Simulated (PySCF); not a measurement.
Coordinates in bohr (charge -1 multiplicity 3):
```
Tc    0.2877    0.0000    0.0000
O    -0.8896    3.0100    0.0000
O    -0.8896   -3.0100    0.0000
```

Level of theory: PySCF, UPBE0, basis Tc def2-SVPD with ECP28, O def2-SVPD (scalar-relativistic core potentials, no spin–orbit coupling, density fitting).

This geometry of [TcO2]- is a stationary point at this level.

What is the point group?

C2v.

Is it a minimum?

Yes: all harmonic wavenumbers are real.

Which band is strongest in the infrared?

905 cm⁻¹ (b2), 512 km/mol.

What are the dipole moment and the gap between the highest occupied and lowest empty levels of either spin?

1.41 D about the centre of mass and 2.86 eV.

This need not be the most stable arrangement of these atoms. Open d and f shells are described by one determinant, and the ground state may have another occupation or spin. The lowest empty level of this anion is unbound, so it and the gap depend on the basis.
